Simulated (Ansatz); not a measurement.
Consider the cleavage of the As–Si bond: `[SiH3][SiH](S)[AsH2]` + `O[SiH3]` → `[SiH3]O[AsH2]` + `[SiH3][SiH2]S`.

Program: Ansatz. Geometries: PBE0-D4/def2-TZVP. ΔE: electronic, gas phase. CCSD(T)/CBS is the MP2 limit (def2-TZVPP, def2-QZVPP) plus CCSD(T) − MP2 in def2-TZVPP, frozen cores. For As outer-core shells are correlated without core-valence functions, which leaves a few kJ/mol of doubt a bond. Scalar relativity is left out up to krypton. One conformer a species, not always the lowest.

| species | CCSD(T)/CBS(def2) energy (Eh) |
| --- | --- |
| `[SiH3][SiH](S)[AsH2]` | -3215.17767 |
| `O[SiH3]` | -366.69042 |
| `[SiH3]O[AsH2]` | -2602.28728 |
| `[SiH3][SiH2]S` | -979.55409 |

Task: Work out ΔE.

Result: ΔE = (-2602.28728) + (-979.55409) − (-3215.17767) − (-366.69042) = 0.02672 Eh = +70.2 kJ/mol.

Largest T1 diagnostic among the species: 0.012.

In def2-TZVPP, CCSD(T) changes the Hartree–Fock value by +20.3 kJ/mol (the triples alone add +2.6 kJ/mol) and MP2 by +26.8 kJ/mol. The D4 term adds +6.7 kJ/mol with B3LYP and +3.9 kJ/mol with PBE0; it sums over pairs of atoms, weighted by their polarisabilities, and B3LYP, whose exchange is more repulsive, gets the larger term.

B3LYP here is the variant with VWN-RPA as its local correlation; programs differ in this.
